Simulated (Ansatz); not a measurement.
The cluster Cu₃Br₄⁻. The state is a singlet with charge -1. Geometry PBE-D4/def2-SVPD; atoms count from 1.

```
atom   x (Å)   y (Å)   z (Å)
 Cu1   0.966   1.037   0.310
 Cu2  -0.800   0.092  -1.206
 Cu3  -0.112  -1.165   0.856
 Br4  -1.237  -2.276  -0.972
 Br5  -1.557   1.038   1.138
 Br6   1.996  -0.517   1.848
 Br7   0.743   1.791  -1.975
```

The structure comes from a short search, and lower isomers may exist.

Q: Estimate the Mulliken populations from the PBE0/def2-SVP orbitals of Ansatz.

A: 
```
atom  charge (e)  d electrons
 Cu1        0.21         9.83
 Cu2        0.21         9.83
 Cu3        0.21         9.83
 Br4       -0.40            –
 Br5       -0.44            –
 Br6       -0.40            –
 Br7       -0.40            –
```
Mulliken values depend strongly on the basis.

Q: And the Mayer bond orders between heavy atoms (over 0.3)?

A: Cu1–Br5 0.32 (2.66 Å); Cu1–Br6 0.52 (2.42 Å); Cu1–Br7 0.52 (2.42 Å); Cu2–Br4 0.52 (2.42 Å); Cu2–Br5 0.33 (2.64 Å); Cu2–Br7 0.52 (2.42 Å); Cu3–Br4 0.52 (2.42 Å); Cu3–Br5 0.32 (2.65 Å); Cu3–Br6 0.52 (2.42 Å).
